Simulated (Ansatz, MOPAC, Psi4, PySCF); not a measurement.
Species: CCl (charge 0, doublet). SMILES: [C]Cl
Geometry from a B3LYP-D3(BJ)/def2-TZVP (Ansatz, an electronic-structure program) optimisation:
```xyz
2

C      0.0000     0.0000    -1.2243
Cl     0.0000     0.0000     0.4321
```
Charge 0, spin multiplicity 2.

Wanted: vertical ionisation energy to the singlet, in eV. Terms: 6-311+G** with 5d, 6d on Na to Ar in Ansatz; frozen cores in correlated levels; non-relativistic; PM7 with its own dispersion and hydrogen-bond terms; no spin-orbit coupling; each state is the SCF solution reached for its charge and spin; UHF or UKS for open shells; 6-31G* and kin with 6d, 5d where marked. First-principles rows: single points at B3LYP-D3(BJ) geometries (Ansatz). Semi-empirical rows: differences of heats of formation at the shared geometry for vertical values.

```json
[
 {"level": "AM1", "program": "MOPAC", "vertical ionisation energy to the singlet (eV)": "9.37"},
 {"level": "PM3", "program": "MOPAC", "vertical ionisation energy to the singlet (eV)": "9.11"},
 {"level": "PM7", "program": "MOPAC", "vertical ionisation energy to the singlet (eV)": "8.41"},
 {"level": "MNDO", "program": "MOPAC", "vertical ionisation energy to the singlet (eV)": "9.45"},
 {"level": "HF/6-311+G**", "program": "Ansatz", "vertical ionisation energy to the singlet (eV)": "9.25"},
 {"level": "PBE/6-311+G**", "program": "Ansatz", "vertical ionisation energy to the singlet (eV)": "9.08"},
 {"level": "B3LYP/STO-3G", "program": "Ansatz", "vertical ionisation energy to the singlet (eV)": "8.10"},
 {"level": "B3LYP/3-21G", "program": "Ansatz", "vertical ionisation energy to the singlet (eV)": "9.46"},
 {"level": "B3LYP/6-31G*", "program": "Ansatz", "vertical ionisation energy to the singlet (eV)": "9.20"},
 {"level": "M06-2X/6-31G* (5d)", "program": "PySCF", "vertical ionisation energy to the singlet (eV)": "9.15"},
 {"level": "wB97X-D/6-31G*", "program": "Psi4", "vertical ionisation energy to the singlet (eV)": "9.24"},
 {"level": "MP2/6-31G*", "program": "Ansatz", "vertical ionisation energy to the singlet (eV)": "8.62"},
 {"level": "MP2/6-311+G**", "program": "Ansatz", "vertical ionisation energy to the singlet (eV)": "8.75"},
 {"level": "B3LYP/def2-TZVPD", "program": "Ansatz", "vertical ionisation energy to the singlet (eV)": "9.33"},
 {"level": "PBE0/def2-TZVPD", "program": "Ansatz", "vertical ionisation energy to the singlet (eV)": "9.34"},
 {"level": "wB97M-V/def2-TZVPD", "program": "Ansatz", "vertical ionisation energy to the singlet (eV)": "9.08"}
]
```

No value to compare with is used here. The 13 habitual levels span 8.10 (B3LYP/STO-3G) to 9.46 eV (B3LYP/3-21G); B3LYP/def2-TZVPD gives 9.33.

The levels are drawn from those run, B3LYP/6-31G* more often than the rest, none by its result; runs whose electronic state is in doubt are left out.
